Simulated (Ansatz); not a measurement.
Reaction (ligand exchange at the Si–O bond): `[SiH3]OB(O[SiH3])O[SiH3]` + `CCBO` → `CCBO[SiH3]` + `OB(O[SiH3])O[SiH3]`

Computed with Ansatz on PBE0-D4/def2-TZVP structures; ΔE is electronic, products minus reactants. CCSD(T)/CBS adds triple-zeta CCSD(T) − MP2 to the extrapolated MP2 energy (def2 sets, frozen cores). Each species was taken in one conformer, which may not be the lowest.

`[SiH3]OB(O[SiH3])O[SiH3]`:

Z-matrix (Å, degrees):
```
Si
O 1 1.655
H 1 1.484 2 110.4
H 1 1.484 2 110.4 3 -121.6
H 1 1.481 2 106.3 3 119.2
B 2 1.363 1 129.1 3 60.8
O 6 1.363 2 120.0 1 -0.0
O 6 1.363 2 120.0 1 180.0
Si 7 1.655 6 129.1 2 -180.0
Si 8 1.655 6 129.1 2 0.2
H 9 1.481 7 106.3 6 179.4
H 9 1.484 7 110.4 6 60.2
H 9 1.484 7 110.4 6 -61.4
H 10 1.481 8 106.3 6 180.0
H 10 1.484 8 110.4 6 60.8
H 10 1.484 8 110.4 6 -60.8
```

`CCBO`:

```xyz
11

C     0.214   -1.371    0.409
C    -0.141    0.112    0.503
B    -0.300    0.826   -0.885
O     0.130    2.086   -1.132
H     1.198   -1.517   -0.045
H     0.232   -1.849    1.391
H    -0.510   -1.908   -0.209
H     0.573    0.636    1.151
H    -1.117    0.211    1.004
H    -0.846    0.284   -1.810
H     0.567    2.491   -0.377
```

`CCBO[SiH3]`:

```xyz
14

C    -2.098    1.301   -0.152
C    -0.575    1.232   -0.191
B     0.046   -0.140    0.227
O     1.271   -0.500   -0.232
Si    2.215   -1.826    0.052
H    -2.467    2.307   -0.366
H    -2.482    1.008    0.829
H    -2.544    0.626   -0.886
H    -0.159    1.962    0.523
H    -0.184    1.543   -1.166
H    -0.527   -0.890    0.984
H     1.526   -2.767    0.971
H     3.491   -1.368    0.654
H     2.486   -2.488   -1.247
```

`OB(O[SiH3])O[SiH3]`:

```xyz
13

O     2.596    0.605    0.613
B     1.308    0.305    0.294
O     0.447    1.344    0.140
Si   -1.142    1.729    0.088
O     0.944   -1.008    0.142
Si   -0.328   -1.883   -0.419
H     3.137   -0.184    0.686
H    -1.561    1.933   -1.321
H    -1.960    0.642    0.693
H    -1.341    2.979    0.858
H    -1.198   -2.292    0.711
H     0.218   -3.086   -1.092
H    -1.119   -1.085   -1.393
```

```tsv
species	MP2/CBS(def2) energy (Eh)
`[SiH3]OB(O[SiH3])O[SiH3]`	-1123.12790
`CCBO`	-180.27569
`CCBO[SiH3]`	-470.56478
`OB(O[SiH3])O[SiH3]`	-832.83209
```

Work out ΔE.

ΔE = (-470.56478) + (-832.83209) − (-1123.12790) − (-180.27569) = 0.00672 Eh = +0.18 eV. CCSD(T)/CBS gives +0.19 eV.

Largest T1 diagnostic among the species: 0.012.

In def2-TZVPP, CCSD(T) changes the Hartree–Fock value by +0.04 eV (the triples alone add +0.01 eV) and MP2 by +0.03 eV.
